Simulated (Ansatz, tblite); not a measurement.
Removing and adding an electron: the cluster Cu₃F₃ (the lowest singlet isomer of a short search). Total charge 0; singlet. Geometry: r2SCAN-D4/def2-SVP. Ansatz, gas phase; energy differences of separate SCF runs; the oxidised species was run as a doublet alone; the reduced species was run as a doublet alone.

Cartesian coordinates in Å:
```
Cu -0.0522 -1.3523 -0.3262
Cu 0.4091 0.9310 -0.9520
Cu -0.3570 0.4230 1.2781
F 0.0810 2.0823 0.5022
F -0.6276 -1.4336 1.4652
F 0.5466 -0.6504 -1.9673
```

The xTB rows come from tblite. HOMO above LUMO, or a gap near zero within one spin, warns that the state may not be the lowest or that an electron is smeared out. The structure comes from a short search, and lower isomers may exist.

| level | −HOMO (eV) | vertical IE (eV) | −LUMO (eV) | vertical EA (eV) | HOMO–LUMO gap (eV) | IE − EA (eV) | remarks |
| --- | --- | --- | --- | --- | --- | --- | --- |
| GFN1-xTB | 11.15 | 13.70 | 8.78 | 6.06 | 2.38 | 7.63 | – |
| GFN2-xTB | 10.22 | 13.77 | 3.85 | 1.10 | 6.37 | 12.67 | – |
| PBE-D4/def2-TZVP | 5.66 | 8.90 | 3.11 | – | 2.54 | – | gap within one spin near zero (+1 doublet) |
| PBE-D4/def2-TZVPD | 5.64 | – | 3.12 | 0.82 | 2.52 | – | HOMO above zero (-1 doublet) |
| r2SCAN-D4/def2-TZVP | 5.71 | 8.84 | 2.85 | – | 2.86 | – | – |
| r2SCAN-D4/def2-TZVPD | 5.67 | – | 2.83 | 0.63 | 2.84 | – | HOMO above zero (-1 doublet) |
| PBE0-D4/def2-TZVP | 7.18 | 9.18 | 1.99 | – | 5.19 | – | – |
| PBE0-D4/def2-TZVPD | 7.14 | – | 1.99 | 0.45 | 5.15 | – | HOMO above zero (-1 doublet) |

Run but left out: HF/def2-SVP, MP2/def2-SVP, CCSD/def2-SVP, CCSD(T)/def2-SVP (flagged by the program: large difference).   A HOMO above zero means that the electron is unbound at that level or that self-interaction error raises the level; the energy of removing that electron tells which. Raw xTB energy differences between charge states are shifted by several eV; the methods need an empirical correction for them.
